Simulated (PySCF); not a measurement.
Gas-phase reaction: InH + 2 InCl₂ → InHCl₂ + 2 InCl

Method: PySCF energies (xtb for GFN2) plus ideal-gas RRHO corrections (1 bar). † marks an energy on the PBE0/def2-TZVP geometry and frequencies; other levels use their own. MP2 and CCSD(T) freeze the core. Open shells (unrestricted): InCl₂ (multiplicity 2); the rest are closed-shell singlets. GFN2 has no spin-polarisation term. In: scalar-relativistic def2 core potential, no spin-orbit coupling. InH, InCl₂, InHCl₂: computed as isolated molecules; such fragments, hydroxides, amides, oligomers or adducts are transient or little studied in the gas. MP2 isn't extrapolated to the basis-set limit. CCSD(T) isn't extrapolated to the basis-set limit.

```
level              ΔH°(298 K), kJ
-----------------  --------------
CCSD(T)/def2-SVP†             ___
GFN2-xTB                     -245
M06-2X/def2-TZVP†            -264
MP2/def2-TZVPP†              -308
PBE/def2-TZVP†                ___
PBE0/def2-QZVP†               ___
PBE0/def2-SVP†               -269
r2SCAN/def2-TZVP†            -266
LDA/def2-TZVP†                ___
```

Problem. Some entries are withheld; supply them.

Solution. 
- CCSD(T)/def2-SVP†, ΔH°(298 K), kJ: -268
- PBE/def2-TZVP†, ΔH°(298 K), kJ: -271
- PBE0/def2-QZVP†, ΔH°(298 K), kJ: -273
- LDA/def2-TZVP†, ΔH°(298 K), kJ: -287
